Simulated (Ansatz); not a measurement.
Reaction (substitution at a C–F bond): `C/N=C\F` + `[AlH2][SeH]` → `C/N=C\[Se][AlH2]` + H–F

Isolated molecules relaxed with PBE0-D4/def2-TZVP in Ansatz; ΔE leaves out vibrations. CCSD(T)/CBS is the MP2 limit (def2-TZVPP, def2-QZVPP) plus CCSD(T) − MP2 in def2-TZVPP, frozen cores. This one scheme is used for every species. Double bonds are as drawn, so ΔE can hold a change between cis and trans. DFT in def2-TZVPP. For Se outer-core shells are correlated without core-valence functions, which leaves a few kJ/mol of doubt a bond. Scalar relativity is left out up to krypton. One conformer a species, not always the lowest.

```json
{"level": "PBE0-D4", "ΔE (kJ/mol)": "-0.4"}
{"level": "CCSD/CBS(def2)", "ΔE (kJ/mol)": "-3.6"}
```

(1) What does CCSD(T)/CBS give? (An estimate is asked.)

Largest T1 diagnostic among the species: 0.013.

Answers

(1) Computed: -10.4 kJ/mol. The listed levels differ from it by 10.0, 6.8 kJ/mol.

In def2-TZVPP, CCSD(T) changes the Hartree–Fock value by −39.4 kJ/mol (the triples alone add −6.8 kJ/mol) and MP2 by −52.6 kJ/mol. The D4 term adds −15.6 kJ/mol with B3LYP and −8.6 kJ/mol with PBE0; it sums over pairs of atoms, weighted by their polarisabilities, and B3LYP, whose exchange is more repulsive, gets the larger term.

B3LYP here is the variant with VWN-RPA as its local correlation; programs differ in this.
